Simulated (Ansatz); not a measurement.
The same path of ClH3Si + FH + FH (9 atoms, charge 0, multiplicity 1) was run twice with different band settings. Lost on the way: Si1–Cl2, H6–F7, H8–F9. Made: Si1–F7, Cl2–H8, H6–F9.

Level of theory: RKS PBE-D4/def2-SVP (Ansatz).

Relaxed end points:

```xyz
9
Properties=species:S:1:pos:R:3
Si -0.235 0.981 -1.033
Cl 1.134 -0.649 -1.183
H -0.201 1.565 -2.416
H -1.589 0.432 -0.734
H 0.289 1.963 -0.040
H -0.203 -0.698 1.777
F -0.575 0.182 1.714
H 0.823 -1.726 0.525
F 0.557 -2.050 1.389
```

```xyz
9
Properties=species:S:1:pos:R:3
Si -0.719 1.150 -0.538
Cl 2.064 -0.951 -0.772
H -0.711 0.381 -1.818
H -1.891 2.082 -0.476
H 0.556 1.877 -0.264
H -0.195 -1.197 1.332
F -0.980 0.074 0.719
H 1.468 -1.508 0.271
F 0.408 -1.908 1.545
```

Common settings: movable images 7; climbing image yes; spring 5.0 eV/Å²; optimiser quadratic models (default); start path through a guess of the saddle point; iteration limit 60; end points relaxed.

| run | force threshold |
| --- | --- |
| 1 | 0.05 eV/Å |
| 2 | 0.5 eV/Å |

(1) What does each run give, and how far can it be trusted?

Results:

(1) Run 1: converged after 14 iterations, highest image 0.635 eV above the first end. A vibrational analysis at the climbing image gives one clearly imaginary mode, 474i cm⁻¹: a first-order saddle point.
Run 2: converged after 4 iterations, highest image 0.702 eV above the first end. The threshold of 0.5 eV/Å is loose, so the images may lie well off the minimum-energy path. The order of the stationary point at the top wasn't checked.
The orbitals stay closed-shell, which can raise the energy where a bond breaks towards radicals; this wasn't checked here.
